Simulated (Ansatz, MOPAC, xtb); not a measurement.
Spectroscopic constants of GeCl, multiplicity 2 (the spin of the measured ground state). No spin–orbit coupling. Ge is treated without relativity.

The constants come from a fifth-degree fit in 1/R (seven points, main isotopes). In def2 and cc sets the state is the lowest found near the PBE0 minimum, followed along R.

The values were computed with Ansatz (Gaussian basis) for Hartree–Fock, density functionals and correlated methods; MOPAC for PM3, PM6, PM7 (differences of heats of formation); xtb for the GFN methods. Values without a source in brackets are computed. The GFN methods have no spin term and hold the electronic entropy of 300 K.

| level | r_e (Å) | ω_e (cm⁻¹) | ω_e x_e (cm⁻¹) | B_e (cm⁻¹) | D_e (eV) | dipole (D) |
|---|---|---|---|---|---|---|
| PM3 | 2.204 | 288 | -3.8 | 0.146 | - | - |
| PM6 | 2.136 | 364 | 0.58 | 0.156 | - | - |
| PM7 | 2.227 | 380 | 0.94 | 0.143 | - | - |
| GFN1-xTB | 2.169 | 358 | 1.1 | 0.151 | - | - |
| GFN2-xTB | 2.155 | 361 | 0.15 | 0.153 | - | - |
| SVWN5/def2-TZVPP | 2.156 | 413 | 1.3 | 0.153 | 4.97 | 1.35 |
| PBE/def2-TZVPP | 2.193 | 392 | 1.3 | 0.148 | 4.33 | 1.56 |
| r2SCAN/def2-TZVPP | 2.172 | 407 | 1.3 | 0.150 | 4.23 | 1.48 |
| B97M-V/def2-TZVPP | 2.178 | 400 | 1.4 | 0.150 | 4.32 | 1.63 |
| B3LYP/def2-TZVPP | 2.197 | 390 | 1.3 | 0.147 | 4.07 | 1.80 |
| PBE0/def2-TZVPP | 2.173 | 408 | 1.3 | 0.150 | 4.14 | 1.64 |
| BHLYP/def2-TZVPP | 2.179 | 405 | 1.3 | 0.150 | 3.86 | 1.88 |
| CAM-B3LYP/def2-TZVPP | 2.176 | 405 | 1.3 | 0.150 | 4.05 | 1.79 |
| wB97X-V/def2-TZVPP | 2.168 | 414 | 1.3 | 0.151 | 4.20 | 1.72 |
| wB97M-V/def2-TZVPP | 2.175 | 409 | 1.3 | 0.150 | 4.17 | 1.78 |
| B2PLYP/def2-TZVPP | 2.184 | 402 | 1.3 | 0.149 | 4.06 | - |
| CCSD/def2-TZVPP | 2.174 | 415 | 1.3 | 0.150 | 3.77 | - |
| CCSD/def2-QZVPP | 2.164 | 415 | 1.3 | 0.152 | 3.90 | - |
| CCSD(T)/def2-TZVPP | 2.175 | 414 | 1.3 | 0.150 | 3.91 | - |
| CCSD(T)/def2-QZVPP | 2.166 | 412 | 1.3 | 0.151 | 4.06 | - |
| CCSD(T)/CBS(def2-TZVPP, def2-QZVPP) | 2.160 | 414 | 1.4 | 0.152 | - | - |

D_e counts from each atom's lowest state at the same level, without counterpoise or zero-point energy.

Correlated levels freeze the inner cores; with def2 sets outer-core shells near the valence are correlated too. CBS: X⁻³ extrapolation of the correlation energy, Hartree–Fock from the larger set. The state that PM3, PM6, PM7 reach isn't checked; PM7 holds dispersion and hydrogen-bond terms.

Measured for the ground state: r_e 2.164 Å, ω_e 405.79 cm-1, ω_e x_e 1.569 cm-1, B_e 0.15168 cm-1, α_e 0.00075385 cm-1 [NIST CCCBDB]. D_0 4.012 ± 0.099 eV (a handbook's tabulated 298 K bond energy less 3RT/2; such tables hold older values) [Luo, bond dissociation energies, CRC Handbook].

Ansatz is a quantum-chemistry and plane-wave program.
